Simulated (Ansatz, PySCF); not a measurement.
Species: sum formula BN2H5, net charge 0, singlet state. SMILES: B(N)N
Coordinates optimised at B3LYP-D3(BJ)/def2-TZVP (Ansatz, a first-principles code):
```
B
N 1 1.4120
H 2 1.0034 1 122.04
H 2 1.0060 3 113.52 1 -180.00
N 1 1.4120 2 122.86 3 -180.00
H 5 1.0034 1 122.04 2 -180.00
H 5 1.0060 6 113.52 1 -180.00
H 1 1.1954 2 118.57 3 0.00
```

PBE beside other levels, property by property. Cores are frozen in the correlated levels unless marked. UHF or UKS for open shells. No spin-orbit coupling. Non-relativistic. CBS(X,Y): correlation extrapolated as X^-3; Hartree-Fock from the larger set. The bracket is a focal-point correction in the basis named. Rows marked 298 K are enthalpies with B3LYP-D3(BJ) harmonic zero-point and thermal terms. Atomisation energies are electronic, to ground-state atoms; the column to compare with has the core term from cc-pwCVTZ added, other frozen-core levels have none. Frequencies are from Ansatz or PySCF. Anions need diffuse functions, of which def2-TZVPD holds fewer than the aug- sets. The coupled-cluster column (Ansatz) is a level with limits of its own: (a) RI-MP2/CBS(aug-cc-pVTZ,aug-cc-pVQZ)+[CCSD(T)-MP2]/aug-cc-pVTZ; (b) CCSD(T)/CBS(cc-pVTZ,cc-pVQZ).

```json
[
 {"property": "proton affinity at N, enthalpy at 298 K, to NB[NH3+] (kcal/mol)", "HSE06/def2-TZVPD (Ansatz)": "205.7", "CAM-B3LYP/def2-TZVPD (Ansatz)": "202.8", "CCSD(T)/cc-pVDZ (Ansatz)": "214.9", "coupled cluster": "206.1 (b)"},
 {"property": "atomisation energy (kcal/mol)", "HSE06/def2-TZVPD (Ansatz)": "706.8", "CAM-B3LYP/def2-TZVPD (Ansatz)": "715.0", "CCSD(T)/cc-pVDZ (Ansatz)": "639.2", "coupled cluster": "707.2 (b)"},
 {"property": "B-N bond dissociation enthalpy, 298 K, to [BH]N + [NH2] (NH2) (kcal/mol)", "HSE06/def2-TZVPD (Ansatz)": "125.4", "CAM-B3LYP/def2-TZVPD (Ansatz)": "126.8", "CCSD(T)/cc-pVDZ (Ansatz)": "119.9", "coupled cluster": "128.8 (b)"},
 {"property": "B-H bond dissociation enthalpy, 298 K, to N[B]N + H atom (kcal/mol)", "HSE06/def2-TZVPD (Ansatz)": "102.1", "CAM-B3LYP/def2-TZVPD (Ansatz)": "106.4", "CCSD(T)/cc-pVDZ (Ansatz)": "103.1", "coupled cluster": "107.3 (b)"},
 {"property": "H-N bond dissociation enthalpy, 298 K, to [NH]BN + H atom (kcal/mol)", "HSE06/def2-TZVPD (Ansatz)": "108.9", "CAM-B3LYP/def2-TZVPD (Ansatz)": "111.0", "CCSD(T)/cc-pVDZ (Ansatz)": "105.5", "coupled cluster": "114.2 (a)"},
 {"property": "deprotonation enthalpy (H-N bond), 298 K, to [NH-]BN + H+ (kcal/mol)", "HSE06/def2-TZVPD (Ansatz)": "388.0", "CAM-B3LYP/def2-TZVPD (Ansatz)": "386.6", "CCSD(T)/cc-pVDZ (Ansatz)": "398.9", "coupled cluster": "385.7 (a)"}
]
```

Problem. What does PBE/def2-TZVPD (Ansatz) give for each property, and on which side of coupled cluster does it fall?

Solution. 
- proton affinity at N, enthalpy at 298 K, to NB[NH3+]: PBE lies 2.0 kcal/mol below coupled cluster; PBE gives 204.1 kcal/mol.
- atomisation energy: PBE lies 13.2 kcal/mol above coupled cluster; PBE gives 720.4 kcal/mol.
- B-N bond dissociation enthalpy, 298 K, to [BH]N + [NH2] (NH2): PBE lies 2.8 kcal/mol below coupled cluster; PBE gives 126.0 kcal/mol.
- B-H bond dissociation enthalpy, 298 K, to N[B]N + H atom: PBE lies 6.0 kcal/mol below coupled cluster; PBE gives 101.3 kcal/mol.
- H-N bond dissociation enthalpy, 298 K, to [NH]BN + H atom: PBE lies 5.9 kcal/mol below coupled cluster; PBE gives 108.3 kcal/mol.
- deprotonation enthalpy (H-N bond), 298 K, to [NH-]BN + H+: PBE lies 3.0 kcal/mol below coupled cluster; PBE gives 382.7 kcal/mol.
